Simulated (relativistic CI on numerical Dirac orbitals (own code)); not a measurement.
## Ru⁴⁺: 4p photoemission

Computed with this model: Dirac-Coulomb-Breit CI, separate exchange-only KLI orbitals for each configuration, QED by a radiative potential, valence Slater integrals scaled by 0.7, multiplet model of photoemission in the sudden approximation; configurations [Kr] 4d4 → [Ar] 3d10 4s2 4p5 4d4; 300 K; Lorentzian 1.2 eV and Gaussian 0.6 eV FWHM. Energies are those of the free ion, without screening or charge transfer. The energies are binding energies and can lie tens of eV above those of solids. S is read from ⟨S²⟩ = S(S + 1).

Field parameters in Wybourne normalisation: Oh B⁴₀ = 21Dq, B⁴₄ = √(5/14) B⁴₀. The field is a parameter set, without covalency.

Computed curve for Oh, 10Dq = 32750 cm⁻¹, scaled to 100 at the maximum (points under 2 are left out and the grid is thinned):

```
Energy (eV)  Intensity
       97.4        2.1
       97.8        2.4
       98.2        2.7
       98.6        3.2
       99.0        3.9
       99.6        5.3
      100.0        6.7
      100.4        8.8
      100.8       12.3
      101.2       18.3
      101.6       30.0
      102.0       52.7
      102.4       84.9
      102.8      100.0
      103.2       88.7
      103.8       64.3
      104.2       50.9
      104.6       40.4
      105.0       36.3
      105.4       36.3
      105.8       36.0
      106.2       33.3
      106.6       28.5
      107.0       25.9
      107.4       26.9
      108.0       29.1
      108.4       28.5
      108.8       26.9
      109.2       24.3
      109.6       22.2
      110.0       20.4
      110.4       19.1
      110.8       17.7
      111.2       15.9
      111.6       14.2
      112.2       12.2
      112.6       10.9
      113.0        9.5
      113.4        8.1
      113.8        6.8
      114.2        6.1
      114.6        6.0
      115.0        6.1
      115.4        6.5
      115.8        7.5
      116.4        9.3
      116.8        9.6
      117.2        9.2
      117.6        8.5
      118.0        7.6
      118.4        7.0
      118.8        7.0
      119.2        6.9
      119.6        6.3
      120.0        5.3
      120.6        3.8
      121.0        3.2
      121.4        2.8
      121.8        2.4
      122.2        2.1
```

The ground state has S = 1.01, and the centroid lies at 106.52 eV.
